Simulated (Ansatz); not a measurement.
(BeSe)n off: PBE0-D4/def2-SVP single points in Ansatz on relaxed structures, gas phase. Each cluster is the lowest isomer that a short search found in that spin, judged at the geometry's level, and lower ones may exist. Binding counts from free atoms in the multiplicity of their measured ground term, without zero-point energy. Singlets are spin-restricted. The structures are stationary points that may keep the symmetry of their start.

| species | atoms | state | geometry | HOMO (eV) | LUMO (eV) | gap (eV) | binding per atom (eV) | point group (within 0.1 Å) |
| --- | --- | --- | --- | --- | --- | --- | --- | --- |
| Be3Se2 | 5 | singlet | r2SCAN-D4/def2-SVP | -6.76 | -2.82 | 3.94 | 2.83 | C2v |
| Be2Se3 | 5 | singlet | r2SCAN-D4/def2-SVP | -6.44 | -2.65 | 3.78 | 2.96 | C2v |
| Be4Se5 | 9 | singlet | PBE0-D4/def2-SVP | -6.53 | -3.05 | 3.48 | 3.41 | Cs |
| Be5Se4 | 9 | singlet | B3LYP-D4/def2-SVP | -7.45 | -2.79 | 4.67 | 3.20 | C2 |

The gap (eV) runs from 3.48 (Be4Se5) to 4.67 (Be5Se4). The binding per atom (eV) runs from 2.83 (Be3Se2) to 3.41 (Be4Se5).
